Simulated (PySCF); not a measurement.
Molecule: SMILES C=CO[SiH2]C#N, C$_{3}$H$_{5}$NOSi.

Atom-mapped SMILES (the numbers label the heavy atoms): `[CH2:1]=[CH:2][O:3][SiH2:4][C:5]#[N:6]`. Each H is labelled by its parent atom. Ha(C1) is cis to O3; Hb(C1) is trans to O3.

Geometry PBE0-D3(BJ)/def2-SVP throughout; GIAO in PySCF 2.14.0 with density-fitted response routines, gas phase, one conformer, non-relativistic; equivalent atoms averaged; functional PBE0.

Question: How do the shifts δ (against TMS, H2O, NH3 at the same level) depend on the basis set? (a selection of nuclei; ppm; last column core-seconds on shared hosts with different chips, so compare them loosely)

Answer: 
```tsv
basis set	functions	C5	C1	O3	Si4	N6	H(C2)	Ha(C1)	Hb(C1)	H(Si4)	core-s
STO-3G	39	99.1	89.0	-12.4	-51.9	265.8	5.14	4.51	4.50	3.49	6.2
6-31G	68	118.9	99.5	63.1	-25.6	333.9	6.84	5.32	4.93	5.47	14
pcSseg-0	68	135.7	112.4	81.2	-76.1	383.7	6.53	5.37	4.90	5.84	8
6-31G*	98	111.4	94.8	79.7	-34.0	323.7	6.65	4.69	4.43	5.14	17
def2-SVP	113	115.2	97.5	97.9	-62.8	343.5	6.34	4.83	4.46	4.82	17
cc-pVDZ	113	115.6	97.3	98.9	-50.5	344.2	6.61	4.83	4.54	4.83	15
aug-cc-pVDZ	187	118.9	96.5	90.4	-46.1	335.2	6.91	4.90	4.69	5.17	31
6-311+G(2d,p)	200	122.6	100.9	97.6	-53.2	356.4	6.85	4.89	4.53	5.20	38
def2-TZVP	222	123.8	101.6	105.8	-55.2	364.7	6.82	4.86	4.60	5.18	42
cc-pVTZ	254	122.2	101.0	103.5	-46.1	364.5	6.77	4.84	4.63	4.96	47
IGLO-III	269	126.8	104.3	102.1	-56.5	365.7	6.82	4.87	4.59	5.12	50
```

Question: Which nucleus among those listed moves most, in ppm?

Answer: O3 (oxygen bonded to C, Si): from -12.4 ppm with STO-3G to 105.8 ppm with def2-TZVP. The smallest spread is 0.50 ppm, at Hb(C1). Proton shifts span only some 12 ppm, so a few tenths of a ppm matter as much there as several ppm in carbon.

Question: Taking the largest basis, IGLO-III (269 functions), as the yardstick, rank the others by their worst heavy-atom deviation.

Answer: def2-TZVP 3.7 ppm (222 functions), 6-311+G(2d,p) 9.4 ppm (200 functions), cc-pVTZ 10.4 ppm (254 functions), pcSseg-0 20.9 ppm (68 functions), cc-pVDZ 21.6 ppm (113 functions), def2-SVP 22.2 ppm (113 functions), aug-cc-pVDZ 30.5 ppm (187 functions), 6-31G 39.0 ppm (68 functions), 6-31G* 42.0 ppm (98 functions), STO-3G 114.5 ppm (39 functions).

A small basis that lands close on one nucleus may do so by chance; judge by the trend and by all nuclei.
